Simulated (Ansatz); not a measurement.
A ladder of methods for CH2NSn (SMILES N#[C][SnH2])

CH2NSn: 5 atoms, total charge 0, spin state doublet. SMILES: `N#[C][SnH2]`. Geometry: optimised at r2SCAN/def2-SVP.

```xyz
5

N     0.8370   -1.5450    1.6794
C     0.5081   -0.8540    0.7975
Sn    0.0135    0.3337   -0.9028
H    -1.6563    0.0395   -1.1845
H     0.3476    1.9522   -0.4310
```

Each level gives the dissociation energy of the H4–Sn3 bond into doublet H and singlet CHNSn (shapes relaxed at r2SCAN/def2-SVP, no zero-point term) (eV). The values are calculated.

```tsv
level	kind	program	value (eV)	CPU time (all runs)
UHF/def2-TZVPP (core potential)	Hartree–Fock	Ansatz	1.75	7.4 s
USVWN5/def2-TZVPP (core potential)	LDA	Ansatz	2.24	1.8 s
UBLYP/def2-TZVPP (core potential)	GGA	Ansatz	1.77	3.7 s
UPBE/def2-TZVPP (core potential)	GGA	Ansatz	1.87	3.3 s
U-r2SCAN/def2-TZVPP (core potential)	meta-GGA	Ansatz	2.09	7 s
UB3LYP/def2-TZVPP (core potential)	global hybrid	Ansatz	1.89	5.2 s
UPBE0-D4/def2-TZVPP (core potential)	global hybrid	Ansatz	1.98	4.3 s
UCAM-B3LYP/def2-TZVPP (core potential)	range-separated hybrid	Ansatz	2.00	5.4 s
UB2PLYP/def2-TZVPP (core potential)	double hybrid	Ansatz	1.90	10 s
RPA@PBE/def2-TZVPP (core potential)	RPA	Ansatz	1.94	8.5 s
```

Spin-orbit coupling, which can split open shells on such heavy atoms by tenths of an eV, is left out. The values span 1.75 to 2.24 eV. A fragment with an even electron count was run as a singlet and may have a lower triplet. Measured bond enthalpies also hold zero-point and thermal terms, a few tenths of an eV less. CPU times are rough (shared hosts, several kinds of processor): they show what a rung costs within a factor of a few.
